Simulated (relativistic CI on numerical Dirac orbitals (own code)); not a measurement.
## Ni2+: L2,3 absorption edge

Computed with this model: Dirac-Coulomb-Breit CI, KLI orbitals optimised for each configuration, model QED (radiative potential, 1s self-energy scaled to tabulated hydrogen-like ionisation energies), valence Slater integrals scaled by 0.9, multiplet model of core-to-valence dipole absorption; configurations [Ar] 3d8 → [He] 2s2 2p5 3s2 3p6 3d9; 10 K; Lorentzian 0.4 eV and Gaussian 0.3 eV FWHM. Energies are those of the free ion, without screening or charge transfer. The branching ratio is the share of the lower-energy edge in the whole absorption, uncertain by about 0.02 where the edges overlap. S is read from ⟨S²⟩ = S(S + 1).

Field parameters in Wybourne normalisation: D3d B²₀ = −7Dσ, B⁴₀ = −14Dq − 21Dτ, B⁴₃ = −14√(10/7) Dq. The field is a parameter set, without covalency.

free ion: ground-state S = 1.00, centroid 855.86 eV, branching ratio 0.934. Peaks (eV, height): 853.9 (66), 854.7 (100), 856.8 (23), 872.9 (13).

D3d, 10Dq = 11950, Dσ = -1200, Dτ = 170 cm⁻¹: ground-state S = 1.00, centroid 860.42 eV, branching ratio 0.740. Peaks (eV, height): 855.3 (100), 856.5 (11), 857.7 (27), 858.7 (6), 872.6 (26), 874.0 (28).

D3d, 10Dq = 11950, Dσ = -510, Dτ = 170 cm⁻¹: ground-state S = 1.00, centroid 860.43 eV, branching ratio 0.740. Peaks (eV, height): 855.3 (100), 856.5 (10), 857.7 (27), 872.6 (25), 874.0 (27).

The statistical ratio of this edge is 2/3 = 0.667. Values above it arise where the holes sit mainly in the j = l + 1/2 valence subshell or the ground state has high spin; values below it where core-valence Coulomb terms move weight to the upper edge, as in nearly empty shells.

Strongest unbroadened transitions for free ion:

```tsv
Energy (eV)	Relative strength
853.83	62.0
854.66	100.0
856.79	22.6
872.90	13.1
```
